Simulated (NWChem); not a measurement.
Species: CHCl2FOSi; SMILES Cl[Si](Cl)(C=O)F

```xyz
7

O     -0.5975     2.5261    -0.2856
C      0.1277     1.8265     0.3681
Si    -0.0136    -0.0880     0.3421
F     -0.2453    -0.6068     1.8509
Cl    -1.5699    -0.6822    -0.8163
Cl     1.7546    -0.8684    -0.3159
H      0.9354     2.2685     1.0144
```
Atoms are numbered in this order, from 1.

Program: NWChem. Pople sets run with spherical d functions. Structure relaxed at the PBE0/def2-SVP level. Level: PBE/6-31G* with SMD (1 M gas to 1 M solution), gas-phase geometry. Reactions with the solvent are ignored.

| solvent | dielectric constant | solvation free energy (kcal/mol) | cavity-dispersion-structure term (kcal/mol) | dipole in solution (D) |
|---|---|---|---|---|
| water | 78.4 | -0.2 | 4.2 | 1.98 |
| dimethyl sulfoxide | 46.8 | -3.9 | -0.7 | 1.87 |
| cyclohexane | 2.02 | -3.0 | -1.5 | 1.55 |
| chloroform | 4.71 | -3.8 | -1.0 | 1.75 |
| ethanol | 24.9 | -3.4 | 0.6 | 1.93 |
